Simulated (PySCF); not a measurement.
Structure from NMR data

An unknown has the formula C8H13NSi. Its calculated NMR data are:

$^{1}$H NMR (300 MHz, computed): δ 9.05 (d, 1H), 7.82 (m, 1H), 7.64 (m, 1H), 7.31 (m, 1H), 0.31 (s, 9H).

$^{13}$C{$^{1}$H} NMR (computed): δ 174.7, 155.0, 139.6, 134.2, 127.5, -1.4 (3C).

Fast rotation and ring inversion assumed for equivalent nuclei, gas phase, single conformer, non-relativistic Hamiltonian. PBE0/pcSseg-1 with gauge-including orbitals; GFN2-xTB structure; PySCF 2.14.

δ = σ(ref) − σ, references computed at the same level: TMS for $^{1}$H, $^{13}$C.

Task: Deduce the structure.

Result: 
1. The formula gives 4 degrees of unsaturation (1 ring in the answer).
2. 6 carbon signals for 8 carbons: some carbons are equivalent by symmetry or fast rotation.
3. Carbon types of the structure: 1 × C, 4 × CH, 3 × CH3, which accounts for all hydrogens.
4. δC 174.7: substituted aromatic carbon next to a ring nitrogen.
5. δC 155.0: aromatic CH next to a ring nitrogen; the adjacent pyridine-type nitrogen withdraws density from it.
6. δC 139.6, 134.2, 127.5: aromatic CH; the aromatic region.
7. δC -1.4: methyl carbon bonded to Si; an electropositive neighbour leaves it electron-rich and shielded.
8. δH 9.05: hydrogen on an aromatic CH next to a ring nitrogen; ring current plus the neighbouring ring nitrogen.
9. δH 7.82, 7.64, 7.31: hydrogen on an aromatic CH; aromatic region.
10. δH 0.31: hydrogen on a methyl carbon bonded to Si; an electropositive neighbour shields it, as in TMS itself.

The compound is SMILES C[Si](C)(C)c1ccccn1.

The data come from this structure; uniqueness wasn't tested.

Shifts are as computed. Against solution values, carbons near 30 ppm lie about +3 ppm off and those near 130 ppm about +5 ppm. Of 1211 compounds with measured shifts, 218 miss one by over three times the rms of a fit or turn the order of signals round; such compounds aren't used in these exercises. No couplings were computed; multiplicities are counted from neighbouring protons, with m where these are inequivalent, close in shift, in a saturated or five-membered ring or joined by F or P, and br s for small geminal =CH2 splittings.
